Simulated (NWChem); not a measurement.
CH2Cl2F2Si; SMILES FC[Si](F)(Cl)Cl

```xyz
8

F     -0.9846    -2.4136    -0.0622
C     -1.3437    -1.1323    -0.3957
Si    -0.0757     0.1006     0.2317
F     -0.0280     0.0868     1.8410
Cl     1.7945    -0.3300    -0.4500
Cl    -0.6498     1.9687    -0.3658
H     -2.3307    -0.8929     0.0406
H     -1.4382    -1.0415    -1.4926
```
Atoms are numbered in this order, from 1.

Results from NWChem. Pople sets run with spherical d functions. Structure relaxed at the PBE0/def2-SVP level. Vzz is the largest principal value of the second derivative of the potential at the nucleus (NWChem prints the opposite sign); η is the asymmetry. Non-relativistic.

Problem. Predict the results for PBE/6-31G*. Quantities: Vzz Cl5 (a.u.); η Cl5; Vzz Cl6 (a.u.); η Cl6.

Solution. The vzz Cl5 (a.u.) comes out as 2.105. The η Cl5 is 0.02 and the vzz Cl6 (a.u.) is 2.038. The η Cl6 comes out as 0.03.
